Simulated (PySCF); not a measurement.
Peak assignment

Geometry (Å), atoms numbered from 1 in this order:
```xyz
35

Si   -0.1112    0.2894    0.5406
H    -0.3511    0.9228    1.8677
O     1.5005    0.1297    0.2424
C     2.4140   -0.6189    1.0310
C     3.7629    0.0664    0.9514
C     2.4478   -2.0573    0.5469
H     2.0772   -0.6090    2.0878
H     4.1111    0.0883   -0.0930
H     4.5119   -0.4630    1.5590
H     3.6901    1.1034    1.3103
H     1.4443   -2.5022    0.6046
H     2.7800   -2.0919   -0.5024
H     3.1412   -2.6607    1.1532
O    -0.7414    1.1962   -0.6803
C    -0.0963    2.2242   -1.4162
C    -0.3216    3.5640   -0.7380
C    -0.6338    2.1878   -2.8327
H     0.9884    2.0117   -1.4407
H    -1.3996    3.7791   -0.6700
H     0.1616    4.3771   -1.3011
H     0.0916    3.5638    0.2825
H    -0.4637    1.1980   -3.2799
H    -1.7177    2.3832   -2.8337
H    -0.1413    2.9460   -3.4601
O    -0.8151   -1.2031    0.5462
C    -2.1702   -1.4670    0.8755
C    -2.2400   -2.8570    1.4749
C    -3.0391   -1.3089   -0.3598
H    -2.5066   -0.7378    1.6414
H    -1.8969   -3.6012    0.7394
H    -3.2694   -3.1085    1.7711
H    -1.5925   -2.9274    2.3613
H    -2.9406   -0.2944   -0.7724
H    -2.7220   -2.0241   -1.1346
H    -4.0977   -1.4953   -0.1229
```

- PBE0-D3(BJ)/def2-SVP structure
- shieldings: GIAO B3LYP/pcSseg-1
- run in PySCF
- single conformer, non-relativistic, averaged over atoms made equivalent by symmetry, fast rotation or ring inversion, isolated molecule

Referencing at the same level of theory: TMS for ¹³C, ¹H.

Q: Assign these signals to the numbered atoms. ¹³C{¹H} NMR (computed): δ 67.9 (CH), 27.4 (CH3).

A: 
67.9 → C4/C15/C26, carbon bonded to 2 C, O, H
27.4 → C5/C6/C16/C17/C27/C28, carbon bonded to C, 3 H

Q: Assign these signals to the numbered atoms. ¹H NMR (500 MHz, computed): δ 4.55 (s, 1H), 4.03 (sept, 3H), 1.22 (d, 18H).

A: 
4.55 → H2, hydrogen on a silicon bonded to 3 O
4.03 → H7/H18/H29, hydrogen on a carbon bonded to 2 C, O
1.22 → H8/H9/H10/H11/H12/H13/H19/H20/H21/H22/H23/H24/H30/H31/H32/H33/H34/H35, hydrogen on a carbon bonded to C

Shifts are as computed. Against solution values, carbons near 30 ppm lie about +2 ppm off and those near 130 ppm about +6 ppm (rms about the fit 1.1 ppm; single classes can miss by 10 ppm). Of 1328 compounds with measured shifts, 309 miss one by over three times the rms of a fit or turn the order of signals round; such compounds aren't used in these exercises. Signals without a measured value on file couldn't be tested in this way. The averaged O atoms aren't alike in the static structure (σ from 220 to 237 ppm); the average presumes fast exchange among these sites. Multiplicities follow the n + 1 count of equivalent neighbours, as no J values were calculated; m marks all less simple cases, F and P coupling included.
